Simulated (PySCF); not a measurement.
Molecule: SMILES CC(C)(C)C(=O)O, C5H10O2.

Mapped SMILES: `[CH3:1][C:2]([CH3:3])([CH3:4])[C:5](=[O:6])[OH:7]` (H(Xn): hydrogen on atom n).

Geometry PBE0-D3(BJ)/def2-SVP throughout; GIAO in PySCF 2.14, gas phase, one conformer, non-relativistic; equivalent atoms averaged; basis pcSseg-1.

For orientation, B3LYP gives these absolute shieldings σ: C5 -4.1, C2 139.3, C1/C3/C4 149.6, O6 -103.8, O7 122.7, H(O7) 25.97, H(C1)/H(C3)/H(C4) 30.16 ppm.

A run gave: C5 4.9, C2 145.6, C1/C3/C4 155.1, O6 -90.5, O7 128.6, H(O7) 25.93, H(C1)/H(C3)/H(C4) 30.16 ppm (absolute shieldings σ).

Problem. Which functional was used in that run?
A. B97-2
B. PBE0
C. BHandHLYP
D. KT2

Solution. A. O6 tells them apart best: B97-2 gives -90.5, BHandHLYP gives -102.9, PBE0 gives -100.1, KT2 gives -74.2 ppm.
